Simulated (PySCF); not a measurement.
Si(Cl)3(iPr), SMILES CC(C)[Si](Cl)(Cl)Cl, singlet (PBE0/def2-SVP optimised geometry):

```
14

C      0.121    -0.566    -2.792
C     -0.412    -1.165    -1.489
C     -1.939    -1.239    -1.460
Si     0.254    -0.249     0.000
Cl     2.311    -0.249     0.000
Cl    -0.380    -1.132     1.747
Cl    -0.389     1.707     0.000
H     -0.232    -1.154    -3.655
H      1.220    -0.553    -2.821
H     -0.233     0.468    -2.928
H     -0.002    -2.186    -1.372
H     -2.387    -0.235    -1.534
H     -2.311    -1.707    -0.536
H     -2.309    -1.832    -2.311
```

Calculation: PBE0/def2-TZVP (PySCF).

Question: What are the frontier orbital energies and the dipole moment?

Answer: HOMO-2 -9.41 eV, HOMO-1 -9.11 eV, HOMO -8.66 eV, LUMO 0.10 eV, LUMO+1 0.66 eV; dipole moment 2.26 D.

On the same geometry PySCF with PBE/def2-TZVP gives HOMO-2 -7.97 eV, HOMO-1 -7.69 eV, HOMO -7.38 eV, LUMO -0.91 eV, LUMO+1 -0.23 eV; dipole moment 2.19 D.

Meta-Löwdin charges at PBE0/def2-TZVP: C1 -0.34, C2 -0.30, C3 -0.34, Si4 0.98, Cl5 -0.28, Cl6 -0.28, Cl7 -0.28, H8 0.12, H9 0.12, H10 0.12, H11 0.13, H12 0.12, H13 0.12, H14 0.12.
